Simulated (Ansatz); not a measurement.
`C[SiH2]C(Cl)Cl` + `C=NC` → `C=NC[SiH2]C` + `ClCCl`  (formal exchange of groups at the Si–C bond)

Gas-phase electronic energies from Ansatz, PBE0-D4/def2-TZVP geometries. CCSD(T)/CBS adds triple-zeta CCSD(T) − MP2 to the extrapolated MP2 energy (def2 sets, frozen cores). This one scheme is used for every species. Functionals use def2-TZVPP. Each species was taken in one conformer, which may not be the lowest.

`C[SiH2]C(Cl)Cl`:

Cartesian coordinates in Å:
```
C 0.027 0.271 -1.551
Si 0.798 -0.168 0.082
C -0.525 -0.157 1.449
Cl -1.228 1.470 1.593
Cl -1.774 -1.370 1.088
H -0.751 -0.449 -1.813
H 0.781 0.267 -2.341
H -0.422 1.266 -1.507
H 1.838 0.812 0.493
H 1.386 -1.534 0.075
H -0.130 -0.408 2.432
```

`C=NC`:

Z-matrix (Å, degrees):
```
C
N 1 1.439
H 1 1.093 2 109.0
H 1 1.093 2 109.1 3 116.1
H 1 1.100 2 113.7 3 -121.9
C 2 1.257 1 117.9 3 121.5
H 6 1.090 2 119.4 1 -179.9
H 6 1.100 2 123.2 1 0.1
```

`C=NC[SiH2]C`:

Z-matrix (Å, degrees):
```
C
N 1 1.436
Si 1 1.895 2 109.4
H 1 1.102 2 113.6 3 -123.0
H 1 1.096 2 108.9 3 116.6
C 2 1.259 1 118.7 3 110.4
C 3 1.866 1 111.2 2 56.7
H 3 1.491 1 107.7 2 178.5
H 3 1.490 1 108.0 2 -64.9
H 6 1.099 2 123.2 1 2.2
H 6 1.089 2 119.3 1 -178.1
H 7 1.092 3 111.1 1 -177.2
H 7 1.092 3 110.0 1 -56.9
H 7 1.093 3 110.8 1 62.5
```

`ClCCl`:

```xyz
5

Cl   -0.094   -1.684   -0.036
C     0.122    0.064    0.046
Cl   -1.299    0.956   -0.492
H     0.318    0.332    1.080
H     0.954    0.332   -0.598
```

```json
{"level": "PBE0-D4", "ΔE (kJ/mol)": "1.8"}
{"level": "B2PLYP", "ΔE (kJ/mol)": "1.7"}
{"level": "SCS-MP2/def2-TZVPP", "ΔE (kJ/mol)": "3.9"}
{"level": "CCSD(T)/def2-TZVPP", "ΔE (kJ/mol)": "3.9"}
```

**Question.** What does CCSD(T)/CBS give? (Estimate.)

**Answer.** Computed: +5.0 kJ/mol. The listed levels differ from it by -3.2, -3.3, -1.1, -1.1 kJ/mol.

Largest T1 diagnostic among the species: 0.011.

The D4 term adds +4.3 kJ/mol with B3LYP and +2.2 kJ/mol with PBE0; it sums over pairs of atoms, weighted by their polarisabilities, and B3LYP, whose exchange is more repulsive, gets the larger term. In def2-TZVPP, CCSD(T) changes the Hartree–Fock value by +5.4 kJ/mol (the triples alone add +1.4 kJ/mol) and MP2 by +6.3 kJ/mol.

B3LYP here is the variant with VWN-RPA as its local correlation; programs differ in this.
